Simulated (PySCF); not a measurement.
Ligand exchange on a metal centre used in film growth or etching (Cd F-Br). Isolated molecules, 0 K electronic values unless said otherwise.

Level of theory: TPSSh-D3(BJ)/def2-TZVP // BP86-D3(BJ)/def2-SVP (PySCF). All candidates: neutral, multiplicity 1. 

```yaml
LUMO: -2.79 eV
HOMO–LUMO gap: 5.16 eV
dipole_moment: 0.80 D
```

**Question.** Say which member has these values.
(A) [Cd(F)2]
(B) [Cd(Br)2]
(C) [Cd(F)(Br)]

**Answer.** C, [Cd(F)(Br)]. The others give [Cd(Br)2]: -2.76 eV, 4.96 eV, 0.00 D; [Cd(F)2]: -2.83 eV, 6.15 eV, 0.00 D
